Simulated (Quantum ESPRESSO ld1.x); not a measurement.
Results of a calculation; reference values are marked as such.
Task: The aim is the dysprosium ion Dy3+ in [Xe] 4f9. This ld1.x (Quantum ESPRESSO 7.5) run was made with `OMP_NUM_THREADS=1 ld1.x < ld1.in > ld1.out`. Can the result be used? Name any fault.

```
 &input
    zed=66.0,
    iswitch=1,
    rel=2,
    dft='PBE',
    config='[Xe] 4f9',
    verbosity='high',
    lsmall=.true.,
    cau_fact=50.64,
    prefix='ld1',
    max_out_wfc=37,
    file_charge='ld1.rho',
 /
```

Output (excerpt):

```
     Program LD1 v.7.5 starts

 %%%%%%%%%%%%%%%%%%%%%%%%%%%%%%%%%%%%%%%%%%%%%%%%%%%%%%%%%%%%%%%%%%%%%%%%%%%%%%
     Error in routine dirsol (1):
     no classical turning point found
 %%%%%%%%%%%%%%%%%%%%%%%%%%%%%%%%%%%%%%%%%%%%%%%%%%%%%%%%%%%%%%%%%%%%%%%%%%%%%%

     stopping ...
```

Result: No (crashed). The line at issue: cau_fact=50.64. The program stops in dirsol with "no classical turning point found": with c below Z the Dirac equation of a point nucleus has no 1s solution. The sound input gives -12166.71 hartree.
